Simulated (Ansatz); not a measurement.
Geometry optimisation, DFT PBE-D3(BJ), scalar-relativistic, plane waves, PAW in Ansatz 0.2.0.

input.yaml

```yaml
crystal:
  lattice:
    - [5.9, 0.0, 0.0]
    - [-4.425, 7.664325, 0.0]
    - [0.0, 0.0, 4.6846]
  atoms:
    - { symbol: Ti, position: [0.0, 0.0, 0.0] }
    - { symbol: Ti, position: [0.1666667, 0.2222222, 0.5] }
    - { symbol: Ti, position: [0.0, 0.3333333, 0.0] }
    - { symbol: Ti, position: [0.1666667, 0.5555556, 0.5] }
    - { symbol: Ti, position: [0.0, 0.6666667, 0.0] }
    - { symbol: Ti, position: [0.1666667, 0.8888889, 0.5] }
    - { symbol: Ti, position: [0.5, 0.0, 0.0] }
    - { symbol: Ti, position: [0.6666667, 0.2222222, 0.5] }
    - { symbol: Ti, position: [0.5, 0.3333333, 0.0] }
    - { symbol: Ti, position: [0.6666667, 0.5555556, 0.5] }
    - { symbol: Ti, position: [0.5, 0.6666667, 0.0] }
    - { symbol: Ti, position: [0.6666667, 0.8888889, 0.5] }
    - { symbol: H, position: [0.4973348, 0.3333721, 0.6245945] }
basis:
  ecutwfc: 420.0
kpoints:
  mp_grid: { grid: [3, 2, 4] }
hamiltonian:
  xc: pbe
  dispersion: d3bj
scf:
  occupations: { method: fermi_dirac, width: 0.05 }
  lower_state_search: "off"
relax:
  f_tol: 0.03
  max_steps: 60
  adjacent_minimum: "off"
output:
  write_density: true
  write_potential: true
  elf: true
  volumetric_format: npy
```

Run as:

```bash
$ ansatz run input.yaml --threads 4 --pin off --max-ram 10240MiB --backend cpu --events-out ev --progress --plain --runs-dir out
```

Where does it end, and by what steps?

The run converged. Limits of this set-up: coarse k mesh, odd electron count without spin. After 3 steps the energy has fallen by 0.104 eV; Ti10 moved furthest, 0.09 Å.

```json
{"step": "0", "energy less start (eV)": "0.0000", "largest force component (eV/Å)": "1.054", "accepted": "yes"}
{"step": "1", "energy less start (eV)": "-0.0815", "largest force component (eV/Å)": "0.336", "accepted": "yes"}
{"step": "2", "energy less start (eV)": "-0.1019", "largest force component (eV/Å)": "0.060", "accepted": "yes"}
{"step": "3", "energy less start (eV)": "-0.1039", "largest force component (eV/Å)": "0.027", "accepted": "yes"}
```

```xyz
13
Lattice="5.9000 0.0000 0.0000 -4.4250 7.6643 0.0000 0.0000 0.0000 4.6846" Properties=species:S:1:pos:R:3
Ti -0.017 -0.027 0.052
Ti -0.039 1.666 2.317
Ti -1.476 2.536 0.010
Ti -1.477 4.260 2.334
Ti -2.936 5.137 -0.003
Ti -2.944 6.822 2.366
Ti 2.961 -0.005 0.035
Ti 2.986 1.671 2.314
Ti 1.473 2.545 0.027
Ti 1.483 4.333 2.286
Ti -0.014 5.117 0.009
Ti -0.012 6.803 2.377
H 1.473 2.574 2.857
```

The run took 9.8 s on 4 threads of AMD EPYC 9R45 96-Core Processor (Zen 5), on a shared host, peak memory 0.93 GiB.
